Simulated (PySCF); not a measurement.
A small calculation by hand: oscillator strength and radiative lifetime

C₃H₈BeSe, SMILES [SeH][Be][CH](C)C.

Coordinates come from a ωB97X-D3(BJ)/def2-SVP optimisation. One conformer was computed; it need not be the lowest.

TDDFT-ωB97X/def2-SVPD (PySCF) puts the first singlet state with f over 0.02 at 6.00 eV (vertical), with the transition dipole (0.269, -0.500, 0.173) in atomic units.

Problem. Find the oscillator strength, the wavelength and the radiative lifetime that this transition would have in vacuum if emission retraced absorption.

Solution. 
|μ|² = 0.3523 au, so |μ| = 1.51 D. ΔE = 6.00/27.211 = 0.2205 hartree. f = (2/3) ΔE |μ|² = 0.052 (the program prints 0.052).
λ = 1239.84/6.00 = 207 nm; ν = 48393 cm⁻¹.
Einstein's coefficient A = 0.6670 ν² f s⁻¹ (ν in cm⁻¹) = 8.1e7 s⁻¹, so τ = 1/A = 12 ns. This state is S3; the lower singlets have f = 0.004, 0.004. The figure is the radiative limit of this one transition; relaxation, internal conversion, crossing to triplets and a medium change what is measured.
